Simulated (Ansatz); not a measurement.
Reaction (redistribution): `[SiH3]N[SiH2]O[SiH3]` + `C=[N][InH2]` → `C=N[SiH2]N[SiH3]` + `[SiH3][O][InH2]`

Isolated molecules relaxed with PBE0-D4/def2-TZVP in Ansatz; ΔE leaves out vibrations. CCSD(T)/CBS adds triple-zeta CCSD(T) − MP2 to the extrapolated MP2 energy (def2 sets, frozen cores). DFT in def2-TZVPP. def2 core potentials past Kr. For In outer-core shells are correlated without core-valence functions, which leaves a few kJ/mol of doubt a bond. Each species was taken in one conformer, which may not be the lowest.

Is it downhill or uphill in electronic energy at CCSD(T)/CBS, and by how much? (Best estimate.)

The calculation gave: Uphill: ΔE = +0.12 eV.

What do these levels give: PBE-D4, PBE0-D4, PBE, CCSD/def2-TZVPP, CCSD(T)/def2-TZVPP, HF/CBS(def2)? (Estimate.)

Ansatz gave: PBE-D4 0.10, PBE0-D4 0.13, PBE 0.08, CCSD/def2-TZVPP 0.15, CCSD(T)/def2-TZVPP 0.14, HF/CBS(def2) 0.16 eV.

Largest T1 diagnostic among the species: 0.015.

The D4 term adds +0.04 eV with B3LYP and +0.02 eV with PBE0; it sums over pairs of atoms, weighted by their polarisabilities, and B3LYP, whose exchange is more repulsive, gets the larger term.

B3LYP here is the variant with VWN-RPA as its local correlation; programs differ in this.
